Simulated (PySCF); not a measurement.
# Electronic absorption of C4H8OSSi2

C4H8OSSi2.
Structure used (GFN2-xTB), in Å, numbered top down from 1:
```xyz
16
C4H8OSSi2 angstrom
O     -2.5799    1.4675    0.7403
Si    -2.6264    0.3460   -0.4423
Si    -1.0737   -1.3318   -0.0810
C      0.6407   -0.5818    0.1278
C      1.3411   -0.3360    1.2728
C      2.5718    0.3227    1.0637
C      2.8000    0.5848   -0.2483
S      1.5151    0.0277   -1.2449
H     -1.7915    1.9543    0.9613
H     -2.4233    1.0199   -1.7335
H     -4.0162   -0.0822   -0.3289
H     -1.2555   -2.1309    1.1410
H     -0.9911   -2.2749   -1.2033
H      0.9843   -0.6301    2.2447
H      3.2527    0.5856    1.8539
H      3.6443    1.0681   -0.6986
```

The calculation used PySCF, TDDFT CAM-B3LYP/def2-SVPD, vertical, gas phase, core orbitals frozen in the response.

Question: List the vertical singlet excitations with oscillator strengths and describe the spectrum.

Answer: 

```csv
state,E (eV),λ (nm),f,"main configurations (H = HOMO, L = LUMO)"
S1,5.40,229.4,0.217,H→L (91%)
S2,5.76,215.3,0.085,"H-1→L (74%), H-1→L+1 (8%)"
S3,5.88,210.7,0.0073,H→L+1 (81%)
S4,6.18,200.7,0.0033,H→L+2 (68%)
S5,6.36,194.8,0.0013,"H-1→L+2 (42%), H-1→L+3 (18%), H-1→L+4 (13%)"
S6,6.51,190.4,0.0047,"H→L+3 (46%), H-2→L (13%), H-2→L+1 (11%)"
S7,6.63,187.1,0.0086,H-1→L+1 (58%)
S8,6.68,185.7,0.0042,"H-2→L (21%), H-1→L+1 (17%), H-2→L+1 (9%)"
```

Triplets (Tamm–Dancoff): T1 3.67 eV, H→L (74%), H→L+1 (12%); T2 4.48 eV, H-1→L (79%), H-1→L+1 (13%); T3 5.37 eV, H→L+1 (42%), H-2→L (17%), H→L (13%).

The lowest singlet comes at 229 nm (521 kJ/mol) in the ultraviolet; it is strong; its leading configuration is HOMO→LUMO (91%). The lowest level is also the most intense of those listed (f = 0.217). Löwdin shares by element: HOMO carbon 71% (atoms not listed hold the other 29%); LUMO carbon 43% or more, sulfur 16% (atoms not listed hold the other 41%). Orbital energies (eV): HOMO-3 -10.44, HOMO-2 -9.58, HOMO-1 -8.71, HOMO -8.17, LUMO 0.07, LUMO+1 0.50, LUMO+2 0.98. The listed states span 1.27 eV, and the widest gap between neighbours is 0.35 eV (S1 to S2). The oscillator strengths of these states sum to 0.331; summed over the whole spectrum of an exact calculation they would give the number of electrons, 84 (Thomas–Reiche–Kuhn). Singlets were solved by full linear response, triplets in the Tamm–Dancoff approximation.

The run took 2.2 min wall (with the writing of density and orbital grids) on one thread of an Arm Neoverse N1, shared host with 64 logical CPUs at a one-minute load of 61, and the process peaked at 1.2 GiB of memory.

One conformer stands for the species.
